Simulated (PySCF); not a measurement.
C3H7AlO2, SMILES [O]1[Al]([CH3])[O]CC1. Atoms are numbered in the order given.

```xyz
13

C      2.6623     0.2033     0.2819
Al     0.7494     0.0602     0.0738
O     -0.2117    -1.0475    -0.8281
C     -1.5762    -0.7488    -0.6483
C     -1.7705     0.4866     0.3036
O     -0.5327     0.9939     0.7439
H      2.9900     1.2541     0.2467
H      3.1952    -0.3521    -0.5049
H      2.9802    -0.2057     1.2546
H     -2.0948    -1.6312    -0.2311
H     -2.0410    -0.5449    -1.6302
H     -2.3291     1.2828    -0.2216
H     -2.3820     0.1964     1.1774
```

Geometry: PBE0-D3(BJ)/def2-SVP. The geometry has at least one imaginary mode, so it is a saddle point at that level. Other conformers were not sampled.

Calculation: PBE0/pcSseg-1 (PySCF).

GIAO shieldings, no solvent; atoms listed in one row are averaged. δ = σ(ref) − σ: ¹³C against TMS (σ = 186.3 ppm); ¹⁷O against H2O (σ = 334.2 ppm); ¹H against TMS (σ = 31.56 ppm), references at their B3LYP-D3(BJ)/def2-TZVP geometries, non-relativistic.

| nucleus | atoms | count | δ (ppm) |
|---|---|---|---|
| ¹³C | C4, C5 | 2 | 68.0 |
| ¹³C | C1 | 1 | -19.4 |
| ¹⁷O | O3 | 1 | 50.2 |
| ¹⁷O | O6 | 1 | 49.1 |
| ¹H | H10, H11, H12, H13 | 4 | 4.35 |
| ¹H | H7, H8, H9 | 3 | 0.05 |
